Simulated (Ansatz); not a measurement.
Compare A (`O[SiH2]CBF`) with its isomer B (`OBC(F)[SiH3]`).

Gas-phase electronic energies from Ansatz, PBE0-D4/def2-TZVP geometries. CBS: MP2 limit from def2 TZ/QZ plus the TZ coupled-cluster correction, frozen cores. DFT in def2-TZVPP. B3LYP here is the variant with VWN-RPA as its local correlation; programs differ in this. Each species was taken in one conformer, which may not be the lowest.

Task: Which is lower in electronic energy at CCSD(T)/CBS, and by how much? (Estimate.)

Result: Computed: A, by 53.8 kcal/mol.

Task: Give E(B) − E(A) in kcal/mol with HF/def2-TZVPP, B3LYP, r2SCAN-D4, B3LYP-D4, PBE0-D4, CCSD(T)/def2-TZVPP, CCSD/def2-TZVPP. (An estimate is asked.)

Result: Computed: HF/def2-TZVPP 53.8, B3LYP 50.6, r2SCAN-D4 52.6, B3LYP-D4 50.8, PBE0-D4 51.0, CCSD(T)/def2-TZVPP 53.1, CCSD/def2-TZVPP 53.4. None reverses the order clearly.

Largest T1 diagnostic: 0.013.

From PBE to PBE0 (25 % exact exchange), in def2-TZVPP and without D4, E(B) − E(A) moves by +2.3 kcal/mol.
